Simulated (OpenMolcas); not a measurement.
# Multiplet structure of Dy2+

```
Program             : OpenMolcas 26.06
Method              : MS-CASPT2, IPEA 0.25 Eh, imaginary shift 0.1 Eh (closed shells correlated: 5s 5p)
Basis               : ANO-RCC-VQZP [9s8p6d4f3g2h]
Scalar Hamiltonian  : DKH2, point nucleus
Active space        : 10 electrons in 7 orbitals (4f)
State averaging     : 2S+1 = 5 even, 35 roots; 2S+1 = 3 even, 210 roots (159 in the spin-orbit step); 2S+1 = 1 even, 196 roots (105 in the spin-orbit step)
Spin-orbit coupling : state interaction with AMFI integrals over the reference wave functions, term energies averaged over their components
```

With spin-orbit coupling, above the lowest level:

```json
{"Configuration": "4f¹⁰", "Term": "⁵I", "J": "8", "E (cm⁻¹)": "0.0", "g": "1.243", "Term weight %": "94", "Second": "6 ³K(1)"}
{"Configuration": "4f¹⁰", "Term": "⁵I", "J": "7", "E (cm⁻¹)": "4320", "g": "1.175", "Term weight %": "97", "Second": "2 ³K(1)"}
{"Configuration": "4f¹⁰", "Term": "⁵I", "J": "6", "E (cm⁻¹)": "7380", "g": "1.073", "Term weight %": "96", "Second": "3 ³H(1)"}
{"Configuration": "4f¹⁰", "Term": "⁵I", "J": "5", "E (cm⁻¹)": "9630", "g": "0.911", "Term weight %": "92", "Second": "6 ³H(1)"}
{"Configuration": "4f¹⁰", "Term": "⁵I", "J": "4", "E (cm⁻¹)": "11410", "g": "0.619", "Term weight %": "91", "Second": "8 ³H(1)"}
{"Configuration": "4f¹⁰", "Term": "⁵F", "J": "5", "E (cm⁻¹)": "14780", "g": "1.359", "Term weight %": "81", "Second": "15 ³G(1)"}
{"Configuration": "4f¹⁰", "Term": "⁵S", "J": "2", "E (cm⁻¹)": "16950", "g": "1.818", "Term weight %": "74", "Second": "15 ³P"}
{"Configuration": "4f¹⁰", "Term": "⁵F", "J": "4", "E (cm⁻¹)": "17520", "g": "1.338", "Term weight %": "93", "Second": "3 ³F(2)"}
{"Configuration": "4f¹⁰", "Term": "⁵F", "J": "3", "E (cm⁻¹)": "19220", "g": "1.247", "Term weight %": "91", "Second": "5 ³D"}
{"Configuration": "4f¹⁰", "Term": "³K(1)", "J": "8", "E (cm⁻¹)": "19370", "g": "1.111", "Term weight %": "78", "Second": "8 ³L"}
{"Configuration": "4f¹⁰", "Term": "⁵F", "J": "2", "E (cm⁻¹)": "19580", "g": "1.142", "Term weight %": "65", "Second": "16 ³D"}
{"Configuration": "4f¹⁰", "Term": "⁵F", "J": "1", "E (cm⁻¹)": "20620", "g": "0.117", "Term weight %": "79", "Second": "19 ³D"}
{"Configuration": "4f¹⁰", "Term": "⁵G", "J": "6", "E (cm⁻¹)": "21720", "g": "1.270", "Term weight %": "63", "Second": "33 ³H(1)"}
{"Configuration": "4f¹⁰", "Term": "³G(1)", "J": "5", "E (cm⁻¹)": "22550", "g": "1.211", "Term weight %": "44", "Second": "21 ⁵G"}
{"Configuration": "4f¹⁰", "Term": "³K(1)", "J": "7", "E (cm⁻¹)": "23480", "g": "1.014", "Term weight %": "88", "Second": "8 ³L"}
{"Configuration": "4f¹⁰", "Term": "⁵G", "J": "4", "E (cm⁻¹)": "24870", "g": "1.095", "Term weight %": "44", "Second": "42 ³G(1)"}
{"Configuration": "4f¹⁰", "Term": "³H(1)", "J": "6", "E (cm⁻¹)": "25310", "g": "1.218", "Term weight %": "61", "Second": "35 ⁵G"}
{"Configuration": "4f¹⁰", "Term": "⁵F", "J": "2", "E (cm⁻¹)": "26110", "g": "1.110", "Term weight %": "25", "Second": "21 ³D"}
{"Configuration": "4f¹⁰", "Term": "⁵G", "J": "5", "E (cm⁻¹)": "26150", "g": "1.188", "Term weight %": "65", "Second": "27 ³H(1)"}
{"Configuration": "4f¹⁰", "Term": "³K(1)", "J": "6", "E (cm⁻¹)": "26740", "g": "0.871", "Term weight %": "93", "Second": "3 ¹I"}
{"Configuration": "4f¹⁰", "Term": "³L", "J": "9", "E (cm⁻¹)": "27620", "g": "1.103", "Term weight %": "92", "Second": "8 ³M"}
{"Configuration": "4f¹⁰", "Term": "⁵G", "J": "3", "E (cm⁻¹)": "27860", "g": "0.957", "Term weight %": "68", "Second": "10 ³G(1)"}
{"Configuration": "4f¹⁰", "Term": "³H(1)", "J": "4", "E (cm⁻¹)": "28160", "g": "1.015", "Term weight %": "31", "Second": "20 ⁵G"}
{"Configuration": "4f¹⁰", "Term": "⁵G", "J": "2", "E (cm⁻¹)": "29400", "g": "0.554", "Term weight %": "63", "Second": "15 ³F(1)"}
{"Configuration": "4f¹⁰", "Term": "³P", "J": "1", "E (cm⁻¹)": "30120", "g": "1.044", "Term weight %": "61", "Second": "26 ³D"}
{"Configuration": "4f¹⁰", "Term": "³D", "J": "3", "E (cm⁻¹)": "30320", "g": "1.246", "Term weight %": "75", "Second": "8 ⁵G"}
{"Configuration": "4f¹⁰", "Term": "³L", "J": "8", "E (cm⁻¹)": "32040", "g": "1.010", "Term weight %": "71", "Second": "14 ³M"}
{"Configuration": "4f¹⁰", "Term": "³G(1)", "J": "4", "E (cm⁻¹)": "32570", "g": "1.055", "Term weight %": "33", "Second": "30 ⁵G"}
{"Configuration": "4f¹⁰", "Term": "³G(1)", "J": "3", "E (cm⁻¹)": "32670", "g": "0.941", "Term weight %": "49", "Second": "37 ³F(1)"}
{"Configuration": "4f¹⁰", "Term": "³P", "J": "0", "E (cm⁻¹)": "32880", "g": "", "Term weight %": "100", "Second": ""}
{"Configuration": "4f¹⁰", "Term": "³H(1)", "J": "5", "E (cm⁻¹)": "33070", "g": "1.119", "Term weight %": "47", "Second": "35 ³G(1)"}
{"Configuration": "4f¹⁰", "Term": "³M", "J": "10", "E (cm⁻¹)": "33460", "g": "1.098", "Term weight %": "98", "Second": ""}
{"Configuration": "4f¹⁰", "Term": "³F(1)", "J": "2", "E (cm⁻¹)": "33630", "g": "0.995", "Term weight %": "30", "Second": "30 ³P"}
{"Configuration": "4f¹⁰", "Term": "³F(1)", "J": "4", "E (cm⁻¹)": "34010", "g": "1.183", "Term weight %": "35", "Second": "30 ⁵D"}
{"Configuration": "4f¹⁰", "Term": "¹L", "J": "8", "E (cm⁻¹)": "34050", "g": "0.990", "Term weight %": "65", "Second": "16 ³L"}
{"Configuration": "4f¹⁰", "Term": "³P", "J": "2", "E (cm⁻¹)": "34650", "g": "1.100", "Term weight %": "26", "Second": "25 ³D"}
{"Configuration": "4f¹⁰", "Term": "³L", "J": "7", "E (cm⁻¹)": "35200", "g": "0.907", "Term weight %": "80", "Second": "9 ³K(1)"}
{"Configuration": "4f¹⁰", "Term": "³I", "J": "7", "E (cm⁻¹)": "35910", "g": "1.116", "Term weight %": "88", "Second": "8 ³L"}
{"Configuration": "4f¹⁰", "Term": "³F(2)", "J": "4", "E (cm⁻¹)": "36350", "g": "1.239", "Term weight %": "76", "Second": "5 ³F(1)"}
{"Configuration": "4f¹⁰", "Term": "³D", "J": "1", "E (cm⁻¹)": "36490", "g": "0.855", "Term weight %": "53", "Second": "37 ³P"}
```

Spin-orbit coupling puts the lowest level 6757 cm⁻¹ below the lowest spin-free term.

For ⁵I the intervals divided by the larger J are -356.6, -374.1, -436.9, -540.3 cm-1. Landé's interval rule makes them equal in pure LS coupling; they differ by 43 % of their mean. The multiplet is inverted.

CASPT2 breaks the degeneracy within a term, and the mean is taken; among the terms shown or strongly mixed into the levels shown the widest spread is 1000 cm-1 (4f¹⁰ ⁵I). Blocks of more than 70 roots (2S+1 = 3 even, 1 even) ran without multistate coupling. High states are left out of the spin-orbit mixing, which shifts the levels that they would mix with. The CASPT2 spread within a term exceeds the gap to the next term for 4f¹⁰ ⁵G and 4f¹⁰ ³H(1), 4f¹⁰ ³F(1) and 4f¹⁰ ¹D(1), 4f¹⁰ ¹D(1) and 4f¹⁰ ³M, so the order of their levels is uncertain, and so are names and mixing where such terms share a J. Levels of configurations outside the active space are missing. The first state left out of the spin-orbit step lies near 62000 cm-1 above the lowest spin-free state of the reference (among the parities and spins computed), and the list stops at four fifths of that energy or lower. The table shows the lowest 40 of 59 levels.

The term weight is that of the spin-free term in the level, not the purity of its configuration. A number in round brackets counts repeated terms of one configuration in the order of the reference energies.
